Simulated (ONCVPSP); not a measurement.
# Scattering properties, ONCV potential for Cd

| Property | Result |
| --- | --- |
| Element | cadmium (Cd) |
| Generator | ONCVPSP 4.0.1 |
| Type | optimised norm-conserving Vanderbilt (ONCV) |
| Functional | PBEsol |
| Relativity | scalar-relativistic |
| Frozen core | [Ar] 3d10 |
| Valence charge | 20 |
| Reference configuration | 4s2 4p6 4d10 5s1 (charge +1) |
| Partial waves | 4s+5s: rc 1.55 bohr, ncon 4, nbas 7, qcut 9.3 1/bohr, 2 projectors; 4p: rc 1.60 bohr, ncon 4, nbas 9, qcut 8 1/bohr, 2 projectors, debl 1 Ha; 4d: rc 1.55 bohr, ncon 4, nbas 9, qcut 11.1 1/bohr, 2 projectors, debl 1.9 Ha |
| Local potential | polynomial inside 1.35 bohr (lpopt 5, dvloc0 4 Ha) |
| Core correction | polynomial model core, fcfact 0.4 |

In the p channel the program set the typed energies aside and used -2.784, 0.250 Ha.

The phase is arctan(r·R′/R) of the radial function R(r), unwrapped; energies in Ha, scanned from -6 to 5 Ha. A pole is an energy at which the radial function vanishes at the test radius. The pseudo phase is shifted by a multiple of π to meet the all-electron one at the reference energy, and phase errors are pseudo minus all-electron; the curves can meet again beyond the range given. Levels narrower than the energy grid can be missing from the lists of poles.

```csv
channel,radius (bohr),reference energy (Ha),"poles, all-electron","poles, pseudo",unbroken range about the reference energy with phases within 0.05 rad,phase error 1 Ha above the reference energy (rad)
s,1.58,-0.48,-3.91,-3.91,the whole range,-0.000
p,1.63,-2.78,-2.39,-2.39,the whole range,-0.000
d,1.58,-0.75,0.24,0.24,the whole range,-0.000
```

Phases in the d channel:

| E (Ha) | all-electron | pseudo |
| --- | --- | --- |
| -5.96 | 1.326 | 1.326 |
| -5.68 | 1.317 | 1.317 |
| -5.40 | 1.307 | 1.307 |
| -5.12 | 1.296 | 1.296 |
| -4.84 | 1.283 | 1.283 |
| -4.56 | 1.268 | 1.268 |
| -4.28 | 1.251 | 1.251 |
| -4.00 | 1.231 | 1.231 |
| -3.72 | 1.207 | 1.207 |
| -3.44 | 1.177 | 1.177 |
| -3.16 | 1.140 | 1.140 |
| -2.88 | 1.090 | 1.090 |
| -2.60 | 1.022 | 1.022 |
| -2.32 | 0.922 | 0.922 |
| -2.04 | 0.762 | 0.762 |
| -1.76 | 0.485 | 0.485 |
| -1.48 | 0.004 | 0.004 |
| -1.20 | -0.587 | -0.587 |
| -0.92 | -1.008 | -1.008 |
| -0.64 | -1.248 | -1.248 |
| -0.36 | -1.393 | -1.393 |
| -0.08 | -1.490 | -1.490 |
| 0.20 | -1.562 | -1.562 |
| 0.48 | -1.620 | -1.620 |
| 0.76 | -1.671 | -1.671 |
| 1.04 | -1.720 | -1.720 |
| 1.32 | -1.769 | -1.769 |
| 1.60 | -1.822 | -1.822 |
| 1.88 | -1.884 | -1.884 |
| 2.16 | -1.960 | -1.960 |
| 2.44 | -2.059 | -2.059 |
| 2.72 | -2.199 | -2.199 |
| 3.00 | -2.408 | -2.407 |
| 3.28 | -2.724 | -2.723 |
| 3.56 | -3.152 | -3.149 |
| 3.84 | -3.579 | -3.576 |
| 4.12 | -3.894 | -3.892 |
| 4.40 | -4.101 | -4.099 |
| 4.68 | -4.237 | -4.235 |
| 4.96 | -4.331 | -4.330 |
